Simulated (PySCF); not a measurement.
A PySCF script (with the pyscf-properties extension) for the NMR shieldings of `N#CC[C@H]([SiH3])C[SiH3]`, C₄H₁₁NSi₂, on a GFN2-xTB geometry:

```python
import basis_set_exchange as bse
import numpy as np
from pyscf import gto, dft
from pyscf.prop import nmr

atoms = """
N     2.985744    1.269843   -0.817776
C     2.354417    0.838560    0.032922
C     1.546775    0.307499    1.098121
C     0.197264   -0.226654    0.578535
Si    0.478005   -1.698866   -0.611421
C    -0.609099    0.915260   -0.043337
Si   -2.416857    0.506645   -0.473142
H     1.385601    1.109930    1.828152
H     2.111411   -0.490492    1.590002
H    -0.347575   -0.589141    1.459005
H     1.019891   -1.208856   -1.874940
H     1.433127   -2.606678    0.031937
H    -0.791930   -2.394950   -0.810022
H    -0.092161    1.270471   -0.938682
H    -0.614020    1.761289    0.653722
H    -3.035508   -0.169680    0.671747
H    -2.490424   -0.350968   -1.656205
H    -3.123421    1.763104   -0.730273
"""
names = dict.fromkeys(["N", "C", "Si", "H"], "pcSseg-1")
basis = {el: gto.basis.parse(bse.get_basis(n, elements=[el], fmt="nwchem")) for el, n in names.items()}
mol = gto.M(atom=atoms, basis=basis, charge=0, verbose=0)
mf = dft.RKS(mol, xc="PBE0")
mf.grids.level = 2
mf.grids.alignment = dft.numint.BLKSIZE   # the property module wants whole blocks of grid points
mf.conv_tol = 1e-9
mf.kernel()

calc = nmr.RKS(mf)   # GIAO
C = mf.mo_coeff
Co = C[:, mf.mo_occ > 0]
resp = mf.gen_response(singlet=True, hermi=2)
def vind(x):   # induced exchange potential for any number of trial vectors
    d = np.einsum("pi,xij,qj->xpq", C, 2 * x.reshape(-1, C.shape[1], Co.shape[1]), Co, optimize=True)
    return np.einsum("xpq,pi,qj->xij", resp(d - d.transpose(0, 2, 1)), C, Co, optimize=True).ravel()
mo1, _ = nmr.rhf.solve_mo1(calc, with_cphf=vind)
sigma = calc.kernel(mo1)
for i, s in enumerate(sigma):   # ppm
    print("%2d %-2s %9.2f" % (i, mol.atom_pure_symbol(i), np.trace(s) / 3))
```

Question: What does it print?

Answer: 
```
 0 N     -38.33
 1 C      64.00
 2 C     159.30
 3 C     166.70
 4 Si    415.19
 5 C     172.61
 6 Si    420.23
 7 H      29.23
 8 H      29.11
 9 H      30.53
10 H      27.64
11 H      27.97
12 H      27.71
13 H      30.21
14 H      30.83
15 H      27.93
16 H      27.69
17 H      27.72
```

These numbers come from an equivalent density-fitted implementation of the same equations, which agrees with the script to about 0.01 ppm for H and up to a few tenths of a ppm for heavy atoms, so last digits may differ.

Question: Turn these shieldings into chemical shifts. Shifts are taken against calculated references (same method and geometry level): 15N (σref 267.73) vs NH3; 13C (σref 186.93) and 29Si (σref 349.16) and 1H (σref 31.72) vs TMS.

Answer: Averaging equivalent atoms: N 0: 306.1; C 1: 122.9; C 2: 27.6; C 3: 20.2; C 5: 14.3; Si 4: -66.0; Si 6: -71.1; H 10/11/12: 3.94; H 15/16/17: 3.94; H 8: 2.60; H 7: 2.48; H 13: 1.51; H 9: 1.18; H 14: 0.88 ppm. Experimental scales use liquid or dissolved standards, which lie at an offset from isolated NH3 (liquid NH3: subtract about 20 ppm). Unscaled 15N shifts of sp2 nitrogen come out 20 to 40 ppm too high even then.

Size and cost of the density-fitted run: 188 basis functions, 57 s wall time on 1 thread of an Arm Neoverse N1, shared host; peak memory 0.78 GiB.
